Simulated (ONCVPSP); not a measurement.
## Ranking ONCV potentials for gold (Au)

All share these settings but for the change named:

- Element: Au
- Generator: ONCVPSP 4.0.1
- Type: optimised norm-conserving Vanderbilt (ONCV)
- Functional: Wu-Cohen
- Relativity: scalar-relativistic
- Frozen core: [Kr] 4d10 4f14
- Valence charge: 19
- Reference configuration: 5s2 5p6 5d9 (charge +2)
- Partial waves: 5s: rc 1.50 bohr, ncon 3, nbas 7, qcut 8.1 1/bohr, 2 projectors, debl 3.1 Ha; 5p: rc 1.55 bohr, ncon 4, nbas 9, qcut 8.9 1/bohr, 2 projectors, debl 2 Ha; 5d: rc 1.50 bohr, ncon 4, nbas 8, qcut 7 1/bohr, 1 projector
- Local potential: polynomial inside 1.10 bohr (lpopt 2, dvloc0 0 Ha)
- Core correction: none

In the s channel the program set the typed energies aside and used -4.781, 0.050 Ha. In the p channel the program set the typed energies aside and used -2.989, 0.250 Ha.

Cutoff: the first of the cutoffs (Ha) at which the residual kinetic energy of the hardest occupied pseudo-wave falls to 1 and 0.1 mHa per electron; the density cutoff is not measured.

The base gives 26 Ha.

Of 6 variants that were run, those that failed, showed a ghost or another fault, or gave nearly equal values are left out.

A variant can come out equal or close to the base.

Q: Rank these variants from softest to hardest (loose cutoff).
A. all radii scaled by about 1.12 (s 1.68, p 1.74, d 1.68 bohr); local potential polynomial inside 1.24 bohr (lpopt 2, dvloc0 0 Ha)
B. all radii scaled by about 0.79 (s 1.18, p 1.22, d 1.18 bohr); local potential polynomial inside 0.86 bohr (lpopt 2, dvloc0 0 Ha)
C. all radii scaled by about 0.95 (s 1.42, p 1.48, d 1.42 bohr); local potential polynomial inside 1.04 bohr (lpopt 2, dvloc0 0 Ha)

A: A (21 Ha), C (28 Ha), B (35 Ha).
